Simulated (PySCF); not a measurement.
# Charge-transfer reorganisation: SMILES O=c1cc(O)c1=O, C₄H₂O₃

Geometry:
| atom | x (Å) | y (Å) | z (Å) |
| --- | --- | --- | --- |
| O1 | -2.274 | -0.453 | -1.154 |
| C2 | -1.225 | -0.283 | -0.616 |
| C3 | -0.171 | -1.136 | 0.006 |
| C4 | 0.613 | -0.073 | 0.333 |
| O5 | 1.773 | 0.070 | 0.927 |
| C6 | -0.330 | 0.947 | -0.247 |
| O7 | -0.306 | 2.136 | -0.340 |
| H8 | -0.068 | -2.212 | 0.139 |
| H9 | 1.995 | 1.014 | 0.967 |

Theory: UKS CAM-B3LYP/def2-SVP four-point reorganisation energy, gas phase (PySCF 2.14.0). Geometry: CAM-B3LYP/def2-SVP.

Problem. What is the inner reorganisation energy for hole transfer, with the ionisation energy?

Solution. λ = 0.472 (surface of the oxidised species) + 1.193 (surface of the starting species) = 1.665 eV. The ionisation energy is 9.59 eV vertical and 9.12 eV adiabatic without zero-point energy; at the relaxed geometry of the oxidised species the two energies differ by 7.93 eV. Largest bond changes: C6–C2 1.566 → 1.949 Å, C2–C3 1.492 → 1.433 Å, O1–C2 1.192 → 1.151 Å, C6–O7 1.192 → 1.152 Å, C4–O5 1.311 → 1.284 Å. ⟨S²⟩ of the relaxed oxidised species 0.760.

Problem. What is the inner reorganisation energy for electron transfer, with the electron affinity?

Solution. λ = 0.465 (surface of the reduced species) + 0.491 (surface of the starting species) = 0.956 eV. The electron affinity is -0.27 eV vertical and 0.19 eV adiabatic without zero-point energy; at the relaxed geometry of the reduced species the two energies differ by 0.68 eV. Largest bond changes: C4–C6 1.505 → 1.411 Å, C3–C4 1.361 → 1.439 Å, C6–O7 1.192 → 1.246 Å, C4–O5 1.311 → 1.355 Å, C2–C3 1.492 → 1.462 Å. ⟨S²⟩ of the relaxed reduced species 0.758.

The highest occupied orbital of the reduced species is unbound in this basis, so its energies are rough.
